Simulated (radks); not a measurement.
Q: The xenon ion Xe50+, 4 electrons, occupied as [He] 2s2 (the NIST ground configuration). Calculated with a radial shooting solver on a logarithmic mesh with Libxc functionals: scalar-relativistic Kohn-Sham, PBEsol, spin-polarised, spherical densities, finite nucleus; Fermi nuclear charge, rms radius 4.7859 fm. Some entries of the table are withheld. Estimate them.

| orbital | occ. | eigenvalue (eV) | <r> (bohr) |
|---|---|---|---|
| 1s | 2 | (1) | (2) |
| 2s | 2 | (3) | 0.1084 |
| 2p | 0 | -9107.439 | 0.09344 |
| 3s | 0 | -4093.717 | (4) |

A: 
(1) 1s eigenvalue (eV): -39371.93
(2) 1s <r> (bohr): 0.02654
(3) 2s eigenvalue (eV): -9508.595
(4) 3s <r> (bohr): 0.2500
